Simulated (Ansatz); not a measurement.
Consider the formal exchange of groups at the Si–B bond: `NB[SiH2]N` + `CNCN` → `NCN[SiH2]N` + `CBN`.

Calculated with Ansatz (gas phase, PBE0-D4/def2-TZVP geometries, no zero-point term in ΔE). CCSD(T)/CBS is the MP2 limit (def2-TZVPP, def2-QZVPP) plus CCSD(T) − MP2 in def2-TZVPP, frozen cores. DFT in def2-TZVPP. Each species was taken in one conformer, which may not be the lowest.

Problem. Is it downhill or uphill in electronic energy at CCSD(T)/CBS, and by how much? (Best estimate.)

Solution. Computed: Downhill: ΔE = -165.2 kJ/mol.

Problem. What do these levels give: PBE-D4, r2SCAN-D4, ωB97M-V, B2PLYP, PBE, PBE0, HF/def2-TZVPP, MP2/def2-TZVPP, SCS-MP2/def2-TZVPP, HF/def2-QZVPP, SCS-MP2/def2-QZVPP, CCSD/CBS(def2)? (An estimate is asked.)

Solution. Ansatz gave: PBE-D4 -149.5, r2SCAN-D4 -163.9, ωB97M-V -168.1, B2PLYP -166.3, PBE -148.9, PBE0 -155.6, HF/def2-TZVPP -171.8, MP2/def2-TZVPP -172.4, SCS-MP2/def2-TZVPP -167.9, HF/def2-QZVPP -172.9, SCS-MP2/def2-QZVPP -170.4, CCSD/CBS(def2) -167.0 kJ/mol.

Largest T1 diagnostic among the species: 0.013.

From PBE to PBE0 (25 % exact exchange), in def2-TZVPP and without D4, ΔE moves by −6.7 kJ/mol.
